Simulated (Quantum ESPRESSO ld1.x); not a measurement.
All-electron atom: K12+ in [He] 2s2 2p3.

All-electron calculation, Dirac Kohn-Sham, PBE, spin-unpolarised, spherical densities, point nucleus; open shells are shared between the two j in proportion to 2j + 1; speed of light set to 1370.36 atomic units (10 times the physical value, a model run). Program: ld1.x of Quantum ESPRESSO 7.5.

Energy parts (eV):
| part | energy |
|---|---|
| total | -13833.5 |
| kinetic | 13828.3 |
| electron-nucleus | -29647.5 |
| Hartree | 2569.0 |
| exchange-correlation | -583.2 |

Orbitals (lengths in bohr, moments of r in powers of bohr):
[
 {"orbital": "1s1/2", "occ.": "2", "eigenvalue (eV)": "-3976.83", "<r>": "0.08128"},
 {"orbital": "2s1/2", "occ.": "2", "eigenvalue (eV)": "-729.171", "<r>": "0.3623"},
 {"orbital": "2p1/2", "occ.": "1", "eigenvalue (eV)": "-672.940", "<r>": "0.3170"},
 {"orbital": "2p3/2", "occ.": "2", "eigenvalue (eV)": "-672.905", "<r>": "0.3170"},
 {"orbital": "3s1/2", "occ.": "0", "eigenvalue (eV)": "-279.572", "<r>": "0.8950"},
 {"orbital": "3p1/2", "occ.": "0", "eigenvalue (eV)": "-262.479", "<r>": "0.8733"},
 {"orbital": "3p3/2", "occ.": "0", "eigenvalue (eV)": "-262.471", "<r>": "0.8734"}
]

The highest occupied level is 2p3/2 at -672.90 eV. The density falls to 0.001 e/bohr^3 at r = 1.10 bohr.
